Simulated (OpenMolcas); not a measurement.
Computed levels of 3s² 3p³ in ions with 15 electrons, in cm-1 above ⁴S°_3/2.

```yaml
Program: OpenMolcas 26.06
Method: SS-CASPT2, IPEA 0.25 Eh, imaginary shift 0.1 Eh
Basis: ANO-RCC-VTZP
Scalar_Hamiltonian: DKH2, point nucleus
Spin-orbit_coupling: state interaction with AMFI integrals over the reference wave functions, term energies averaged over their components
```

Active space for each ion: 5 electrons in 8 orbitals (3s 3p 4s 4p); closed shells correlated by CASPT2: 2s 2p.

| Level | S+ | Ar3+ |
| --- | --- | --- |
| ²D°_3/2 | 16030 | 22450 |
| ²D°_5/2 | 16060 | 22580 |
| ²P°_1/2 | 25580 | 36190 |
| ²P°_3/2 | 25610 | 36310 |

Question: Estimate ²D°_3/2, ²D°_5/2 for Cl2+ from its neighbours S+ and Ar3+.

Answer: ²D°_3/2 is another term, which grows about linearly with the charge: (16030 + 22450) / 2 = 19240. The calculation gives 19200, so the estimate is off by +0.2 %; the measured value is 18053 (Moore, Atomic Energy Levels, vol. I, NSRDS-NBS 35 (1971 reprint of NBS Circular 467, 1949)).
²D°_5/2 is another term, which grows about linearly with the charge: (16060 + 22580) / 2 = 19320. The calculation gives 19270, so the estimate is off by +0.3 %; the measured value is 18120 (Moore, Atomic Energy Levels, vol. I, NSRDS-NBS 35 (1971 reprint of NBS Circular 467, 1949)).

CASPT2 does not keep the components of a term degenerate, so their means are used; among the terms shown or strongly mixed into the levels shown the widest spread is 120 cm-1 (3s² 3p³ ²D°, S+). Over all roots computed the reference weight is 0.84 to 0.96 in S+, 0.85 to 0.96 in Cl2+, 0.87 to 0.97 in Ar3+; the roots of lowest weight are the least certain, and an intruder state may touch them. Active for correlation alone: 4p 4s; no level in the range computed is led by a configuration that fills them, so any true level of that kind is missing (holds for S+; Ar3+). The run also gave levels led by 3s² 3p² 4p, which use shells meant for correlation; these and all levels above them are left out (holds for Cl2+). Computed and measured levels are paired by configuration, term and J; levels that our copy of the source lacks, or whose pairing is in doubt (as where it misses far off the trend of its configuration), stay unpaired and out of the deviations. Levels of configurations outside the active space are missing.

° marks odd parity.
